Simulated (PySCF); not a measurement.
Magnetic susceptibility: `CC[C@@H](S)CCC#N`, C6H11NS

Geometry:
```csv
atom,x (Å),y (Å),z (Å)
C1,2.590,0.264,0.494
C2,1.471,-0.420,-0.281
C3,0.092,0.151,0.035
S4,-0.033,1.911,-0.525
C5,-1.020,-0.638,-0.652
C6,-2.416,-0.195,-0.195
C7,-2.600,-0.443,1.212
N8,-2.720,-0.646,2.330
H9,2.403,0.207,1.565
H10,3.539,-0.222,0.286
H11,2.675,1.310,0.208
H12,1.460,-1.484,-0.030
H13,1.657,-0.329,-1.353
H14,-0.076,0.160,1.116
H15,0.525,2.449,0.553
H16,-0.885,-1.700,-0.430
H17,-0.942,-0.504,-1.733
H18,-2.544,0.876,-0.379
H19,-3.186,-0.738,-0.748
```

Method used: GIAO KT3/pcSseg-1 magnetisability, rotational g tensor and spin-rotation constants, non-relativistic, gas phase (PySCF). Geometry: GFN2-xTB.

Q: What are the magnetisability and the molar susceptibility?

A: Isotropic -1548 × 10⁻³⁰ J/T², or -93.2 × 10⁻⁶ cm³/mol; principal values -1638, -1528, -1479 × 10⁻³⁰ J/T², anisotropy 141 × 10⁻³⁰ J/T² (root of half the summed squared differences of the principal values). The susceptibility is in cgs units.

Q: Split it along the inertial axes a, b, c into diamagnetic and paramagnetic parts about the centre of mass, with the quadrupole moment.

A: 
```csv
axis,χ (10⁻⁶ cm³/mol),diamagnetic (10⁻⁶ cm³/mol),paramagnetic (10⁻⁶ cm³/mol),summed x² of all electrons (Å²),quadrupole Θ (D Å)
a,-91.0,-623.8,532.8,257.8,-7.57
b,-94.3,-1334.8,1240.5,90.2,+0.58
c,-94.4,-1476.2,1381.8,56.9,+6.98
```
Anisotropies 2χaa − χbb − χcc = +6.8 and 2χbb − χaa − χcc = -3.3 × 10⁻⁶ cm³/mol. Θ is traceless in Buckingham's convention.

Q: And the rotational g tensor?

A: 
```tsv
axis	rotational constant (GHz)	g	nuclear part	electronic part
a	2.4032	-0.0127	0.5888	-0.6015
b	0.9801	-0.0059	0.5653	-0.5712
c	0.8695	-0.0067	0.5577	-0.5644
```
Asymmetric top; isotopes 12C, 1H, 14N, 32S; no vibrational averaging.
